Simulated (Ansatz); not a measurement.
Ansatz results at the PBE0-D4/def2-TZVP geometry: size of the dipole moment (B3LYP/def2-TZVPP) 1.38 D; HOMO energy (PBE/def2-TZVPP) -6.99 eV; HOMO–LUMO gap (PBE0/def2-TZVPP) 7.24 eV.

Each molecule was computed in one conformer, which needn't be the lowest.

Task: Which molecule gave them?
A. `CBCBr`
B. `O[SiH2][SiH]([SiH3])Cl`
C. `CSC(=N)N`
D. `CC#CCCC`

Result: A. The others give `CC#CCCC`: 0.12, -5.87, 8.16; `O[SiH2][SiH]([SiH3])Cl`: 0.94, -6.53, 6.44; `CSC(=N)N`: 3.28, -5.47, 7.04.

B3LYP here is the variant with VWN-RPA as its local correlation; programs differ in this.
